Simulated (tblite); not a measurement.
Task: Write a Z-matrix for `C[SiH2]N[Si@H](C)P` as optimised with GFN2-xTB.

Result: 
Z-matrix in Å and degrees, rows numbered from 1:
```
C 
Si  1  1.8937
N   2  1.7348  1  106.91
Si  3  1.7291  2  128.32  1  -174.11
C   4  1.9031  3  109.47  2   -51.26
P   4  2.2513  3  104.60  2  -174.35
H   1  1.0863  2  111.64  3   -58.17
H   1  1.0849  2  110.49  3  -177.84
H   1  1.0864  2  111.67  3    62.53
H   2  1.4683  1  111.30  3  -119.31
H   2  1.4680  1  111.01  3   118.64
H   3  1.0078  2  115.68  1    -3.66
H   4  1.4747  3  111.31  2    69.54
H   5  1.0863  4  111.46  3  -171.47
H   5  1.0866  4  111.09  3   -51.19
H   5  1.0851  4  110.64  3    68.42
H   6  1.3810  4   94.45  3  -172.64
H   6  1.3821  4   95.64  3    94.72
```

Si2 (SiH2 silicon) is tetrahedral (angles from 106.9° to 111.3°). P6 (three-coordinate phosphorus) is pyramidal (angles 95.6°, 94.4° and 92.2°, sum 282.3°, 0.84 Å off the plane of its three neighbours). Si4 (SiH silicon) is distorted tetrahedral (angles from 104.6° to 114.5°). N3 (nitrogen bridging silicon atoms) is planar (angles 128.3°, 115.7° and 115.4°, sum 359.4°, 0.06 Å off the plane of its three neighbours).

Computed geometry: GFN2-xTB, gas phase.

Point group: C1 (no symmetry element, even within 0.4 Å). Its GFN2-xTB frequencies are all real (lowest 24 cm⁻¹). One conformer, not necessarily the lowest (C1–Si2–N3–Si4 -174°, Si2–N3–Si4–C5 -51°, N3–Si4–P6–H -173° and 95°).
